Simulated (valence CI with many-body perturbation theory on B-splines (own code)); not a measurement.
Basis-set convergence for Lu⁶⁵⁺

Computed by relativistic CI+MBPT: four valence electrons over a frozen Dirac-Fock core [He], radial functions for each j: 9 s, 9 p, 8 d, 6 f, 3 g, 1 h, with the one-electron correlation potential Σ1 (screened to all orders), the two-electron term Σ2, the three-electron term Σ3, Breit, model QED; selected single and double excitations, second order for the rest, scaled by the run's own slope (own B-spline code, finite nucleus).

No measured spectrum was set against this ion. As an estimate, large intervals hold to a few tenths of a per cent, small ones and those within an open d or f shell to about a per cent.

The reference run has the lowest level (2s^2 2p1/2^2) J=0 and an ionisation energy of 16732.2 eV. Its largest variational space holds 20000 state functions.

Levels are named by their leading jj configuration (3d3/2^4 stands for four electrons in 3d with j = 3/2), which in mixed levels can hold well under half, so a name can repeat and another be missing. Letters in brackets count levels of one name in rising energy.

Changed runs:
A. basis 6 s, 6 p, 5 d, 3 f, 1 g
B. basis 5 s, 5 p, 4 d, 2 f

Excitation energies of the reference run in cm⁻¹, and shifts in cm⁻¹:

```csv
Level,Reference,A,B
(2s^2 2p1/2 2p3/2) J=1,9397550,+65,-164
(2s^2 2p1/2 2p3/2) J=2,9543600,+220,+222
(2s 2p1/2^2 2p3/2) J=2,11674800,-2.5,-319
(2s 2p1/2^2 2p3/2) J=1,12349100,+84,+109
(2s^2 2p3/2^2) J=2,19116400,+195,-8.2
(2s^2 2p3/2^2) J=0,19595000,+143,+171
(2s 2p1/2 2p3/2^2) J=2 [a],20852600,-44,-670
(2s 2p1/2 2p3/2^2) J=3,21203900,+259,+12
(2s 2p1/2 2p3/2^2) J=0,21675000,-21,-195
(2s 2p1/2 2p3/2^2) J=1 [a],21849200,+159,-5.8
(2s 2p1/2 2p3/2^2) J=2 [b],21925900,+296,+365
(2s 2p1/2 2p3/2^2) J=1 [b],21958800,+156,+129
Ionisation energy (eV),16732.2,+0.013,-0.074
```
